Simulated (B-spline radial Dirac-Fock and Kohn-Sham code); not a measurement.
Z = 33 (arsenic), transition energy 26.3 keV. Method: a Dirac-Hartree-Slater potential of the neutral atom with a Latter tail (no hole, which puts coefficients of high multipoles low close above an edge), finite nucleus with surface currents. Computed with a radial B-spline solver. Subshells that would emit electrons below 1 keV are left out.

Problem. A pure transition shows α(K) = 50300, L1/L2 = 4.82 and L1/L3 = 0.381. What is its multipolarity?
A. M4
B. E3
C. M3
D. E1
E. E4
F. E2
G. M1
H. M2

Solution. A. For comparison, α(K), L1/L2, L1/L3 are E1 3.27, 7.23, 4.12; E2 66.7, 0.582, 0.348; E3 1050, 0.0657, 0.0404; E4 15800, 0.00832, 0.00519; M1 3.61, 15.4, 41.8; M2 123, 9.95, 4.04; M3 2600, 6.61, 0.865.
